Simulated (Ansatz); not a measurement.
`BN(C=C)CC` + H₂ → `BN(C)C=C` + CH₄ at 600 K and 1 bar (hydrogenolysis of a C–C bond).

Computed with Ansatz on PBE0-D4/def2-TZVP structures; ΔE is electronic, products minus reactants. CCSD(T)/CBS is the MP2 limit (def2-TZVPP, def2-QZVPP) plus CCSD(T) − MP2 in def2-TZVPP, frozen cores. This one scheme is used for every species. One conformer a species, not always the lowest.

```csv
species,CCSD(T)/CBS energy (Eh),H − E (kJ/mol),S (J/(mol·K))
`BN(C=C)CC`,-237.73427,436.2,451.5
H₂,-1.17544,43.9,150.8
`BN(C)C=C`,-198.47223,348.7,401.1
CH₄,-40.46206,140.4,215.7
```

H − E and S are ideal-gas, rigid-rotor, harmonic terms from PBE0-D4/def2-TZVP, for one conformer and one mirror image of each species. For small species the MP2-based limit differs from directly extrapolated CCSD(T) by up to some mEh (0.8 for H₂); such offsets cancel only in part. 1 Eh = 2625.50 kJ/mol, R = 8.31446 J/(mol·K).

Question: By hand: ΔE, ΔH, ΔS and ΔG.

Answer: ΔE = (-198.47223) + (-40.46206) − (-237.73427) − (-1.17544) = -0.02458 Eh = -64.5 kJ/mol. Δ(H − E) = 348.7 + 140.4 − 436.2 − 43.9 = 9.0, so ΔH = -55.5 kJ/mol. ΔS = 401.1 + 215.7 − 451.5 − 150.8 = 14.5 J/(mol·K). ΔG = -55.5 − 600 × (14.5)/1000 = -64.2 kJ/mol.

Question: By hand: the equilibrium constant, and the temperature at which ΔG would vanish if ΔH and ΔS stayed fixed.

Answer: log₁₀ K = −ΔG/(RT ln 10) = 5.6. ΔH and −TΔS have one sign here, so there is no such temperature.

The number of gas molecules stays the same, so ΔS is small and ΔH decides. A doubt of 5 kJ/mol in ΔE shifts log₁₀ K by 0.4 here. Other conformers and mirror images would add mixing entropy, several J/(mol·K) or more a flexible species. These are equilibria of isolated gas molecules and say nothing of rates. Largest T1 diagnostic: 0.013 (customary marks: 0.02 for closed shells, 0.045 for open ones).
